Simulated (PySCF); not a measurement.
**Working out the excitation energy of Ne⁺**

Ne⁺ [He] 2s2 2p5 (2P) → Ne⁺ [He] 2s1 2p5 3s1 (4P). All numbers are calculated (PySCF 2.14, the non-relativistic Hamiltonian (point nucleus), in aug-cc-pVDZ). Frozen: 1s2. Energies in hartree (1 hartree = 27.21139 eV):

```csv
part,Ne⁺ (lower),Ne⁺ (upper)
UHF,-127.766882,-125.821791
MP2 opposite-spin,-0.106520,-0.126756
MP2 same-spin,-0.035625,-0.031523
```

Problem. What does Hartree-Fock give?

Solution. (-125.821791) − (-127.766882) = 1.945091 hartree = 52.929 eV.

Problem. What do MP2 and SCS-MP2 (6/5 opposite-spin, 1/3 same-spin) give?

Solution. The opposite-spin parts differ by -0.551 eV and the same-spin parts by 0.112 eV. MP2: 52.929 + (-0.551) + (0.112) = 52.490 eV. SCS-MP2: 52.929 + 1.2 × (-0.551) + (0.112)/3 = 52.305 eV.

The upper state lies above the first ionisation limit, where it may autoionise and the basis confines it. A Rydberg-like electron needs more diffuse functions than a valence basis has.

A double-zeta basis recovers only part of the correlation energy.
